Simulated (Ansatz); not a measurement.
Molecule: ethoxy(difluoro)borane, C2H5BF2O (charge 0, singlet). 
Structure (B3LYP-D3(BJ)/def2-TZVP (Ansatz, a program for electronic structure) minimum search):
SMILES: CCOB(F)F
```xyz
11

C     -2.1692    -0.4595     0.6482
C     -0.9372    -1.1809     0.1432
O      0.2590    -0.5035     0.5666
B      0.8685     0.4175    -0.1909
F      1.9553     1.0256     0.2649
F      0.4328     0.7602    -1.4053
H     -2.2434     0.5374     0.2107
H     -3.0665    -1.0184     0.3753
H     -2.1395    -0.3622     1.7340
H     -0.8720    -2.1847     0.5621
H     -0.9482    -1.2614    -0.9453
```

Property: vertical ionisation energy (to the doublet state of charge +1; each state is the SCF solution reached for its spin), in eV. Correlated levels leave the core frozen unless marked. UHF or UKS for open shells. Spin-orbit coupling is left out. No relativistic terms. Basis-set limits of correlation are two-point, X^-3; Hartree-Fock from the larger set. The bracket is a focal-point correction in the basis named.

Level to compare with: RI-MP2/CBS(aug-cc-pVTZ,aug-cc-pVQZ)+[CCSD(T)-MP2]/aug-cc-pVTZ (Ansatz), 12.10 eV. It is a level with limits of its own, and the differences hold the functionals' basis error too.

**Question.** Rank these functionals by how close they come to RI-MP2/CBS(aug-cc-pVTZ,aug-cc-pVQZ)+[CCSD(T)-MP2]/aug-cc-pVTZ, closest first: PBE0/def2-TZVPD (Ansatz); wB97M-V/def2-TZVPD (Ansatz); PBE/def2-TZVPD (Ansatz).

**Answer.** wB97M-V/def2-TZVPD (range-separated hybrid meta-GGA with VV10, 11.79 eV, difference -0.31), PBE0/def2-TZVPD (global hybrid, 11.62 eV, difference -0.48), PBE/def2-TZVPD (GGA, 11.26 eV, difference -0.84)
